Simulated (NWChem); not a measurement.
Program: NWChem. System: H7Si3, charge 0, spin multiplicity 2, at a geometry optimised with UPBE0/def2-SVP. The structure started from a generated list of species. Its SCF solution wasn't tested for a lower state. Level: UHF/def2-TZVP.

Input file:

```
start mol
memory heap 200 mb stack 900 mb global 1100 mb
geometry units angstroms nocenter noautoz
  Si    -0.361209     0.026170    -1.992418
  Si     0.843602    -0.121971     0.000000
  Si    -0.361209     0.026170     1.992418
  H     -0.884814     1.408926    -2.234911
  H     -1.521411    -0.914387    -1.921560
  H      0.510659    -0.358582    -3.144573
  H      2.094563     0.702912     0.000000
  H     -0.884814     1.408926     2.234911
  H      0.510659    -0.358582     3.144573
  H     -1.521411    -0.914387     1.921560
  symmetry group Cs
end
basis spherical
  * library def2-tzvp
end
scf
  uhf
  nopen 1
  maxiter 100
  thresh 1e-7
  semidirect memsize 60000000 filesize 0
  # guess.movecs holds the orbitals of an unrestricted PBE0 run
  vectors input guess.movecs output mol.movecs
end
task scf energy
```

Output (cleaned and shortened):

```
             Northwest Computational Chemistry Package (NWChem) 7.3.0
             --------------------------------------------------------

                                NWChem Input Module
                                -------------------

 Scaling coordinates for geometry "geometry" by  1.889725989
 (inverse scale =  0.529177249)

 Turning off AUTOSYM since
 SYMMETRY directive was detected!

                             Geometry "geometry" -> ""
                             -------------------------

 Output coordinates in angstroms (scale by  1.889725989 to convert to a.u.)

  No.       Tag          Charge          X              Y              Z
 ---- ---------------- ---------- -------------- -------------- --------------
    1 Si                  14.0000    -0.36120900     0.02617000    -1.99241800
    2 Si                  14.0000     0.84360200    -0.12197100     0.00000000
    3 Si                  14.0000    -0.36120900     0.02617000     1.99241800
    4 H                    1.0000    -0.88481400     1.40892600    -2.23491100
    5 H                    1.0000    -1.52141100    -0.91438700    -1.92156000
    6 H                    1.0000     0.51065900    -0.35858200    -3.14457300
    7 H                    1.0000     2.09456300     0.70291200     0.00000000
    8 H                    1.0000    -0.88481400     1.40892600     2.23491100
    9 H                    1.0000     0.51065900    -0.35858200     3.14457300
   10 H                    1.0000    -1.52141100    -0.91438700     1.92156000

 Effective nuclear repulsion energy (a.u.)     180.8929157419

            Nuclear Dipole moment (a.u.)
            ----------------------------
        X                 Y               Z
 ---------------- ---------------- ----------------
     0.0000132281    -0.0000151178     0.0000000000

      Symmetry information
      --------------------

 Group name             Cs
 Group number              2
 Group order               2
 No. of unique centers     6

      Symmetry unique atoms

     1    2    4    5    6    7


 Summary of "ao basis" -> "" (spherical)
 ------------------------------------------------------------------------------
       Tag                 Description            Shells   Functions and Types
 ---------------- ------------------------------  ------  ---------------------
 *                         def2-tzvp                  on all atoms

 Summary of "ao basis" -> "ao basis" (spherical)
 ------------------------------------------------------------------------------
       Tag                 Description            Shells   Functions and Types
 ---------------- ------------------------------  ------  ---------------------
 Si                        def2-tzvp                13       37   5s5p2d1f
 H                         def2-tzvp                 4        6   3s1p

                                 NWChem SCF Module
                                 -----------------

  ao basis        = "ao basis"
  functions       =   153
  atoms           =    10
  alpha electrons =    25
  beta  electrons =    24
  charge          =   0.00
  wavefunction    = UHF
  use symmetry    = T
  symmetry adapt  = T

 Summary of "ao basis" -> "ao basis" (spherical)
 ------------------------------------------------------------------------------
       Tag                 Description            Shells   Functions and Types
 ---------------- ------------------------------  ------  ---------------------
 Si                        def2-tzvp                13       37   5s5p2d1f
[...]
   Bfn.  Coefficient  Atom+Function         Bfn.  Coefficient  Atom+Function
  ----- ------------  ---------------      ----- ------------  ---------------
    56      0.540230   2 Si py              114     -0.261416   4 H  s
   138     -0.261416   8 H  s                55     -0.238223   2 Si px
    53      0.186286   2 Si py               42     -0.176146   2 Si s
    19      0.151546   1 Si py               93      0.151546   3 Si py

 Vector   26  Occ=0.000000D+00  E= 1.089876D-01  Symmetry=a'
              MO Center= -2.0D-01,  1.7D-01, -1.0D-14, r^2= 8.2D+00
   Bfn.  Coefficient  Atom+Function         Bfn.  Coefficient  Atom+Function
  ----- ------------  ---------------      ----- ------------  ---------------
    42      1.488315   2 Si s                18     -0.950388   1 Si px
    92     -0.950388   3 Si px                5     -0.895987   1 Si s
    79     -0.895987   3 Si s               126      0.768203   6 H  s
   144      0.768203   9 H  s                55     -0.466117   2 Si px
   120     -0.358607   5 H  s               150     -0.358607  10 H  s

 Vector   27  Occ=0.000000D+00  E= 1.184722D-01  Symmetry=a'
              MO Center= -2.8D-01, -8.6D-04, -1.8D-15, r^2= 1.1D+01
   Bfn.  Coefficient  Atom+Function         Bfn.  Coefficient  Atom+Function
  ----- ------------  ---------------      ----- ------------  ---------------
    42      3.032696   2 Si s                20     -1.482981   1 Si pz
    94      1.482981   3 Si pz               55     -1.088744   2 Si px
     5     -0.727138   1 Si s                79     -0.727138   3 Si s
   126     -0.678264   6 H  s               144     -0.678264   9 H  s
    56      0.368815   2 Si py              132     -0.321583   7 H  s

 center of mass
 --------------
 x =   0.03490341 y =  -0.02005520 z =   0.00000000

 moments of inertia (a.u.)
 ------------------
         951.515183858050           7.084090662966           0.000000000000
           7.084090662966        1063.941006897036           0.000000000000
           0.000000000000           0.000000000000         161.620186501438

  Mulliken analysis of the total density
  --------------------------------------

    Atom       Charge   Shell Charges
 -----------   ------   -------------------------------------------------------
    1 Si  14    13.86   2.00  0.58  1.39  0.81  0.47  4.12  1.73  0.52  1.53  0.40  0.11  0.17  0.02
    2 Si  14    14.01   2.00  0.59  1.39  0.84  0.54  4.12  1.73  0.50  1.56  0.55  0.06  0.11  0.01
    3 Si  14    13.86   2.00  0.58  1.39  0.81  0.47  4.12  1.73  0.52  1.53  0.40  0.11  0.17  0.02
    4 H    1     1.04   0.24  0.56  0.24  0.01
    5 H    1     1.04   0.24  0.56  0.24  0.01
    6 H    1     1.04   0.24  0.56  0.23  0.01
    7 H    1     1.02   0.23  0.55  0.23  0.01
    8 H    1     1.04   0.24  0.56  0.24  0.01
    9 H    1     1.04   0.24  0.56  0.23  0.01
   10 H    1     1.04   0.24  0.56  0.24  0.01

  Mulliken analysis of the alpha density
  --------------------------------------

    Atom       Charge   Shell Charges
 -----------   ------   -------------------------------------------------------
    1 Si  14     6.92   1.00  0.29  0.70  0.40  0.23  2.06  0.86  0.26  0.76  0.19  0.06  0.09  0.01
    2 Si  14     7.52   1.00  0.29  0.69  0.45  0.31  2.07  0.86  0.29  1.02  0.44  0.03  0.06  0.00
    3 Si  14     6.92   1.00  0.29  0.70  0.40  0.23  2.06  0.86  0.26  0.76  0.19  0.06  0.09  0.01
    4 H    1     0.54   0.12  0.29  0.12  0.00
    5 H    1     0.52   0.12  0.28  0.12  0.00
    6 H    1     0.52   0.12  0.28  0.12  0.00
    7 H    1     0.50   0.11  0.27  0.11  0.01
    8 H    1     0.54   0.12  0.29  0.12  0.00
    9 H    1     0.52   0.12  0.28  0.12  0.00
   10 H    1     0.52   0.12  0.28  0.12  0.00

   Mulliken analysis of the beta density
   -------------------------------------

    Atom       Charge   Shell Charges
 -----------   ------   -------------------------------------------------------
    1 Si  14     6.94   1.00  0.29  0.70  0.41  0.24  2.06  0.86  0.26  0.77  0.21  0.05  0.08  0.01
    2 Si  14     6.49   1.00  0.29  0.70  0.39  0.24  2.05  0.87  0.21  0.54  0.11  0.03  0.05  0.01
    3 Si  14     6.94   1.00  0.29  0.70  0.41  0.24  2.06  0.86  0.26  0.77  0.21  0.05  0.08  0.01
    4 H    1     0.51   0.11  0.27  0.12  0.00
    5 H    1     0.52   0.12  0.28  0.12  0.00
    6 H    1     0.52   0.12  0.28  0.12  0.00
    7 H    1     0.53   0.12  0.28  0.12  0.00
    8 H    1     0.51   0.11  0.27  0.12  0.00
    9 H    1     0.52   0.12  0.28  0.12  0.00
   10 H    1     0.52   0.12  0.28  0.12  0.00

   Mulliken analysis of the spin density
   -------------------------------------

    Atom       Charge   Shell Charges
 -----------   ------   -------------------------------------------------------
    1 Si  14    -0.02  -0.00 -0.00  0.00 -0.01 -0.00 -0.00  0.00 -0.00 -0.02 -0.02  0.00  0.02  0.00
    2 Si  14     1.03   0.00  0.00 -0.00  0.06  0.07  0.02 -0.02  0.08  0.49  0.33 -0.00  0.00 -0.00
    3 Si  14    -0.02  -0.00 -0.00  0.00 -0.01 -0.00 -0.00  0.00 -0.00 -0.02 -0.02  0.00  0.02  0.00
    4 H    1     0.03   0.01  0.02  0.01 -0.00
    5 H    1    -0.00  -0.00 -0.00 -0.00 -0.00
    6 H    1    -0.00  -0.00 -0.00 -0.00 -0.00
    7 H    1    -0.03  -0.00 -0.01 -0.01  0.00
    8 H    1     0.03   0.01  0.02  0.01 -0.00
    9 H    1    -0.00  -0.00 -0.00 -0.00 -0.00
   10 H    1    -0.00  -0.00 -0.00 -0.00 -0.00

       Multipole analysis of the density wrt the origin
       ------------------------------------------------

     L   x y z        total         alpha         beta         nuclear
     -   - - -        -----         -----         ----         -------
     0   0 0 0      0.000000    -25.000000    -24.000000     49.000000

     1   1 0 0      0.024805     -0.825436      0.850228      0.000013
     1   0 1 0      0.008441      0.386480     -0.378023     -0.000015
     1   0 0 1      0.000000      0.000000      0.000000      0.000000

     2   2 0 0    -34.769617    -64.133591    -58.914268     88.278242
     2   1 1 0      0.086665      2.164705     -0.970653     -1.107387
     2   1 0 1     -0.000000      0.000000     -0.000000      0.000000
     2   0 2 0    -34.587605    -31.764463    -26.467347     23.644205
     2   0 1 1      0.000000      0.000000      0.000000      0.000000
     2   0 0 2    -35.274555   -283.450545   -281.425505    529.601495

 Task  times  cpu:        6.9s     wall:        6.9s

 Total times  cpu:        6.9s     wall:        6.9s
```
